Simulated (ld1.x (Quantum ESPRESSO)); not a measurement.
**krypton (Kr), PAW: configuration errors across variants**

* Element: Kr
* Generator: ld1.x (Quantum ESPRESSO) 7.5
* Type: PAW
* Functional: PBE
* Relativity: scalar-relativistic
* Frozen core: [Ne]
* Valence charge: 26
* Reference configuration: 3s2 3p6 3d10 4s2 4p6
* Partial waves: 3s (bound): rcut 0.85, rcutus 1.10 bohr; 4s (bound): rcut 0.85, rcutus 1.10 bohr; 3p (bound): rcut 0.80, rcutus 1.05 bohr; 4p (bound): rcut 0.80, rcutus 1.05 bohr; 3d (bound): rcut 0.95, rcutus 1.25 bohr; 3d channel at -1.2 Ry: rcut 0.95, rcutus 1.25 bohr
* Local potential: all-electron potential smoothed inside 1.20 bohr (lloc = -1)
* Core correction: Bessel-smoothed model core, default radius (core density twice the valence density)
* Augmentation charge: PSQ, inside the norm-conserving radii

All-electron excitation energies from the reference (eV): (1) 3s2 3p6 3d10 4s2 4p5 14.289; (2) 3s2 3p6 3d10 4s2 4p4 39.464; (3) 3s2 3p6 3d10 4s2 4p3 76.538; (4) 3s2 3p6 3d10 4s2 4p2 126.348.

Tests that are not counted but printed errors over 1 eV. “wave 3d channel at -1.2 Ry: rcut 0.95, rcutus 1.25 bohr becomes 3d channel at -4.09 Ry: rcut 0.95, rcutus 1.25 bohr”: 3s2 3p6 3d10 4s2 4p5.5 (solver errors, printed error -10626 eV); 3s1 3p6 3d10 4s2 4p6 (solver errors, printed error -10531 eV); 5 more. “wave 3d channel at -1.2 Ry: rcut 0.95, rcutus 1.25 bohr becomes 3d channel at -3.6 Ry: rcut 0.95, rcutus 1.25 bohr”: 3s2 3p6 3d10 4s2 4p5.5 (solver errors, printed error -10626 eV); 3s1 3p6 3d10 4s2 4p6 (solver errors, printed error -10531 eV); 5 more. “wave 3d channel at -1.2 Ry: rcut 0.95, rcutus 1.25 bohr becomes 3d channel at 0.12 Ry: rcut 0.95, rcutus 1.25 bohr”: 3s1 3p6 3d10 4s2 4p6 (solver errors, printed error -14.8 eV).

6 further variants failed, have other tests or too few solved ones, and are left out.

Errors AE − PS in meV (a dash: test not solved or not reliable):

| change | (1) | (2) | (3) | (4) | bound ghosts |
| --- | --- | --- | --- | --- | --- |
| base | -1.8 | -4.9 | -8.8 | -11 | none |
| wave 3d channel at -1.2 Ry: rcut 0.95, rcutus 1.25 bohr becomes 3d channel at -4.09 Ry: rcut 0.95, rcutus 1.25 bohr | – | – | – | – | none |
| wave 3d channel at -1.2 Ry: rcut 0.95, rcutus 1.25 bohr becomes 3d channel at -3.6 Ry: rcut 0.95, rcutus 1.25 bohr | – | – | – | – | none |
| wave 3d channel at -1.2 Ry: rcut 0.95, rcutus 1.25 bohr becomes 3d channel at 0.12 Ry: rcut 0.95, rcutus 1.25 bohr | -1.8 | -4.9 | -8.7 | -11 | none |

Q: Give the same row for: wave 3d channel at -1.2 Ry: rcut 0.95, rcutus 1.25 bohr becomes 3d channel at -2.23 Ry: rcut 0.95, rcutus 1.25 bohr.

A: –, –, –, –; bound ghosts: none. Not counted: 3s2 3p6 3d10 4s2 4p5.5 (solver errors, printed error -10626 eV); 3s1 3p6 3d10 4s2 4p6 (solver errors, printed error -10531 eV); 5 more.
